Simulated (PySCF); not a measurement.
This PySCF input asks for the NMR shieldings of `CB[C@@H](C)CC`, C₅H₁₃B; the geometry comes from GFN2-xTB.

```python
import basis_set_exchange as bse
import numpy as np
from pyscf import gto, dft
from pyscf.prop import nmr

atoms = """
C     2.485187   -0.223088    0.096276
B     1.002566   -0.628972   -0.222648
C    -0.158376    0.450355   -0.184215
C    -0.208004    1.096274   -1.582748
C    -1.541689   -0.108719    0.172605
C    -1.564299   -0.696359    1.578462
H     3.178820   -0.580042   -0.663586
H     2.794113   -0.708190    1.023176
H     2.644258    0.844871    0.225238
H     0.766386   -1.734543   -0.536277
H     0.065156    1.254597    0.526683
H    -0.444062    0.349706   -2.338167
H     0.749794    1.545631   -1.834318
H    -0.973026    1.870108   -1.616748
H    -2.288755    0.687461    0.104379
H    -1.817325   -0.882164   -0.547664
H    -1.288174    0.058202    2.312255
H    -0.855819   -1.518309    1.653776
H    -2.556554   -1.067568    1.826058
"""
names = dict.fromkeys(["C", "B", "H"], "pcSseg-1")
basis = {el: gto.basis.parse(bse.get_basis(n, elements=[el], fmt="nwchem")) for el, n in names.items()}
mol = gto.M(atom=atoms, basis=basis, charge=0, verbose=0)
mf = dft.RKS(mol, xc="PBE0")
mf.grids.level = 2
mf.grids.alignment = dft.numint.BLKSIZE   # the property module wants whole blocks of grid points
mf.conv_tol = 1e-9
mf.kernel()

calc = nmr.RKS(mf)   # GIAO
C = mf.mo_coeff
Co = C[:, mf.mo_occ > 0]
resp = mf.gen_response(singlet=True, hermi=2)
def vind(x):   # induced exchange potential for any number of trial vectors
    d = np.einsum("pi,xij,qj->xpq", C, 2 * x.reshape(-1, C.shape[1], Co.shape[1]), Co, optimize=True)
    return np.einsum("xpq,pi,qj->xij", resp(d - d.transpose(0, 2, 1)), C, Co, optimize=True).ravel()
mo1, _ = nmr.rhf.solve_mo1(calc, with_cphf=vind)
sigma = calc.kernel(mo1)
for i, s in enumerate(sigma):   # ppm
    w = np.linalg.eigvalsh((s + s.T) / 2)
    print("%2d %-2s iso %8.1f  s11 %8.1f  s22 %8.1f  s33 %8.1f" % (i, mol.atom_pure_symbol(i), w.mean(), *w))
```

Q: What are the results?

A: 
```
 0 C  iso    170.3  s11    145.3  s22    179.9  s33    185.7
 1 B  iso      8.4  s11    -73.1  s22    -19.0  s33    117.4
 2 C  iso    143.9  s11    125.4  s22    147.2  s33    159.2
 3 C  iso    173.4  s11    158.1  s22    171.8  s33    190.3
 4 C  iso    151.5  s11    139.0  s22    145.3  s33    170.2
 5 C  iso    168.3  s11    155.1  s22    162.6  s33    187.1
 6 H  iso     30.5  s11     27.2  s22     28.1  s33     36.4
 7 H  iso     31.0  s11     27.5  s22     28.8  s33     36.7
 8 H  iso     30.5  s11     27.2  s22     30.7  s33     33.6
 9 H  iso     23.9  s11     16.4  s22     26.9  s33     28.3
10 H  iso     30.1  s11     26.3  s22     30.5  s33     33.4
11 H  iso     31.1  s11     27.0  s22     29.1  s33     37.2
12 H  iso     30.9  s11     25.6  s22     29.5  s33     37.7
13 H  iso     30.5  s11     26.7  s22     28.1  s33     36.6
14 H  iso     30.3  s11     25.8  s22     29.8  s33     35.2
15 H  iso     30.1  s11     26.2  s22     29.7  s33     34.4
16 H  iso     30.9  s11     27.0  s22     29.3  s33     36.3
17 H  iso     31.1  s11     26.9  s22     30.1  s33     36.3
18 H  iso     30.5  s11     25.9  s22     27.5  s33     38.1
```

These numbers come from an equivalent density-fitted implementation of the same equations, which agrees with the script to about 0.01 ppm for H and up to a few tenths of a ppm for heavy atoms, so last digits may differ.

Size and cost of the density-fitted run: 167 basis functions, 21 s wall time on 1 thread of an Arm Neoverse V2, shared host; peak memory 0.75 GiB.
